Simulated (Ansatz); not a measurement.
Geometry optimisation, RKS CAM-B3LYP/def2-SVP (Ansatz 0.2.0).

Input:

```yaml
crystal:
  periodic: [false, false, false]
  atoms:
    - { symbol: Si, position_ang: [-0.2706, 0.9917, -0.318] }
    - { symbol: O, position_ang: [-0.5292, -0.626, -0.7339] }
    - { symbol: B, position_ang: [0.1153, -1.3716, 0.3128] }
    - { symbol: Cl, position_ang: [1.9653, -1.9243, 0.097] }
    - { symbol: H, position_ang: [-1.05311, -0.5173, -1.56685] }
    - { symbol: H, position_ang: [-0.932, 1.339, 0.9764] }
    - { symbol: H, position_ang: [1.1394, 1.3808, -0.2951] }
    - { symbol: H, position_ang: [-0.4199, -1.7047, 1.2727] }
basis:
  gaussian: { orbitals: def2-SVP }
hamiltonian:
  xc: cam_b3lyp
relax:
  f_tol: 0.02
  max_steps: 50
```

Launched with:

```bash
$ ansatz run input.yaml --threads 2 --pin off --max-ram 3072MiB --backend cpu --events-out ev --progress --plain --runs-dir out
```

Q: Where does it end, and by what steps?

A: It converged. The force dipped under the threshold on the way, but the program's further checks kept it going. After 20 steps the energy has fallen by 2.518 eV; Cl4 moved furthest, 1.74 Å.

| step | energy less start (eV) | largest force component (eV/Å) | accepted |
| --- | --- | --- | --- |
| 0 | 0.0000 | 5.220 | yes |
| 1 | -1.1832 | 3.663 | yes |
| 2 | -1.8025 | 1.418 | yes |
| 3 | -1.9958 | 0.945 | yes |
| 4 | -2.0971 | 0.535 | yes |
| 5 | -2.2042 | 0.962 | yes |
| 6 | -2.2671 | 2.625 | yes |
| 7 | -2.4411 | 0.574 | yes |
| 8 | -2.4690 | 0.329 | yes |
| 9 | -2.4704 | 0.308 | yes |
| 10 | -2.4861 | 0.144 | yes |
| 11 | -2.5007 | 0.097 | yes |
| 12 | -2.5036 | 0.424 | yes |
| 13 | -2.5072 | 0.346 | yes |
| 14 | -2.5130 | 0.109 | yes |
| 15 | -2.5137 | 0.211 | yes |
| 16 | -2.5173 | 0.040 | yes |
| 17 | -2.5176 | 0.017 | yes |
| 18 | -2.5178 | 0.017 | yes |
| 19 | -2.5176 | 0.026 | no |
| 20 | -2.5178 | 0.013 | yes |

```xyz
8
Properties=species:S:1:pos:R:3
Si -0.644 1.554 -0.427
O -0.100 -0.512 -0.658
B 0.389 -1.426 0.228
Cl 0.712 -3.049 -0.332
H -0.242 -0.827 -1.564
H -1.370 1.156 0.853
H 0.686 1.759 0.290
H 0.583 -1.087 1.355
```

Whether the end is a true minimum wasn't checked by a vibrational analysis.

Run time: 58 s on 2 threads of Intel(R) Xeon(R) Platinum 8259CL CPU @ 2.50GHz (Skylake/Cascade Lake), with other jobs on the host, peak memory 0.21 GiB.
